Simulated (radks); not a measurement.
Question: All-electron atom: the niobium ion Nb14+ in [Ar] 3d9. Method: Dirac Kohn-Sham, BLYP, spin-unpolarised, spherical densities, point nucleus; open shells fill j = l - 1/2 first; computed with a radial shooting solver on a logarithmic mesh with Libxc functionals. Some entries of the table are withheld. Estimate them.

| orbital | occ. | eigenvalue (hartree) | <r^2> (bohr^2) |
|---|---|---|---|
| 1s1/2 | 2 | -703.5192 | 0.001757 |
| 2s1/2 | 2 | (1) | 0.02931 |
| 2p1/2 | 2 | (2) | (3) |
| 2p3/2 | 4 | (4) | (5) |
| 3s1/2 | 2 | -27.57580 | 0.2162 |
| 3p1/2 | 2 | -24.60099 | 0.2127 |
| 3p3/2 | 4 | -23.99915 | 0.2221 |
| 3d3/2 | 4 | -18.78423 | 0.2011 |
| 3d5/2 | 5 | -18.66809 | 0.2038 |

Answer: 
(1) 2s1/2 eigenvalue (hartree): -108.8688
(2) 2p1/2 eigenvalue (hartree): -100.9774
(3) 2p1/2 <r^2> (bohr^2): 0.02216
(4) 2p3/2 eigenvalue (hartree): -97.44549
(5) 2p3/2 <r^2> (bohr^2): 0.02353
